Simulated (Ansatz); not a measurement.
`C[O][Nb](=[NH])([O]C)[O]C` and `C[O][V](=[NH])([O]C)[O]C` differ in one element.

Ansatz, PBE0-D4/def2-TZVP geometries, multiplicity 1. Each molecule was computed in one conformer, which needn't be the lowest.

Elements past krypton have def2 core potentials. Scalar relativity is left out up to krypton.

| property | `C[O][Nb](=[NH])([O]C)[O]C` |
| --- | --- |
| LUMO energy (PBE0/def2-TZVPP) / eV | 0.05 |
| HOMO energy (PBE/def2-TZVPP) / eV | -6.28 |
| HOMO energy (ωB97M-V/def2-TZVPP) / eV | -9.99 |
| HOMO energy (B3LYP/def2-TZVPP) / eV | -7.39 |
| LUMO energy (ωB97M-V/def2-TZVPP) / eV | 1.24 |
| HOMO–LUMO gap (PBE/def2-TZVPP) / eV | 5.49 |

Give the same properties after the change, and the shifts. (Estimate.)

The calculation gave: 
```csv
property,`C[O][V](=[NH])([O]C)[O]C`,shift
LUMO energy (PBE0/def2-TZVPP) / eV,-1.40,-1.45
HOMO energy (PBE/def2-TZVPP) / eV,-6.14,0.14
HOMO energy (ωB97M-V/def2-TZVPP) / eV,-9.92,0.07
HOMO energy (B3LYP/def2-TZVPP) / eV,-7.39,0.00
LUMO energy (ωB97M-V/def2-TZVPP) / eV,0.76,-0.48
HOMO–LUMO gap (PBE/def2-TZVPP) / eV,3.91,-1.58
```

B3LYP here is the variant with VWN-RPA as its local correlation; programs differ in this.
